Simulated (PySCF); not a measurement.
## Complete the spectrum of CH8O2Si4

Species: CH8O2Si4.
Z-matrix (Å and degrees, PBE0-D3(BJ)/def2-SVP geometry), rows numbered from 1:
```
O 
C   1  1.2106
O   2  1.3112  1  123.56
Si  3  1.7578  2  113.86  1    -0.01
Si  4  2.3678  3  110.88  2    50.03
Si  5  2.3663  4   89.03  3  -103.78
Si  6  2.3671  5   90.30  4    -9.08
H   2  1.1082  1  123.46  3  -179.87
H   4  1.4901  3  101.39  2  -179.44
H   5  1.4990  4  111.36  3   142.39
H   5  1.4947  4  115.81  3    17.41
H   6  1.4911  5  114.93  4   108.89
H   6  1.4978  5  113.14  4  -124.64
H   7  1.4945  4  116.03  3   -17.72
H   7  1.4992  4  111.31  3  -142.81
```

Method used: TDDFT wB97X-D/def2-SVPD, vertical, gas phase, core orbitals frozen in the response in PySCF 2.14.0, density-fitted response routines.

Orbital energies (eV): HOMO-3 -10.71, HOMO-2 -9.67, HOMO-1 -9.52, HOMO -9.17, LUMO 0.43, LUMO+1 1.06, LUMO+2 1.11.

Lowest singlets, with some entries withheld (?).

```
state  E (eV)  f   main configurations (H = HOMO, L = LUMO)
   S1    4.95  ?                                  H→L (96%)
   S2    5.55  ?                                H-1→L (96%)
   S3    5.63  ?                                H-2→L (97%)
   S4    5.94  ?               H-3→L+1 (55%), H-3→L+3 (34%)
   S5    6.15  ?                              H-1→L+2 (88%)
   S6    6.20  ?                                H→L+1 (88%)
   S7    6.33  ?                 H→L+2 (66%), H-2→L+1 (21%)
   S8    6.42  ?   H-2→L+1 (52%), H→L+2 (24%), H-2→L+3 (9%)
   S9    6.62  ?                 H-1→L+1 (54%), H→L+3 (28%)
  S10    6.70  ?  H→L+3 (40%), H-2→L+2 (33%), H-1→L+3 (12%)
```

**Question.** Fill in the withheld entries.

**Answer.** 
- S1: f = 0.0022
- S2: f = 0.0049
- S3: f = 0.0009
- S4: f = 0.0008
- S5: f = 0.0003
- S6: f = 0.095
- S7: f = 0.153
- S8: f = 0.087
- S9: f = 0.076
- S10: f = 0.052

**Question.** What is the mean static polarisability from the same response equations?

**Answer.** 132.6 au (19.66 Å³), with principal values 118.6, 137.1 and 142.2 au.

**Question.** What is the vertical ionisation energy by ΔSCF at this level?

**Answer.** 9.19 eV; −ε(HOMO) is 9.17 eV.

**Question.** How far apart are S3 and S10, in eV and cm⁻¹?

**Answer.** 6.699 − 5.632 = 1.067 eV, or about 8610 cm⁻¹.

One conformer stands for the species.
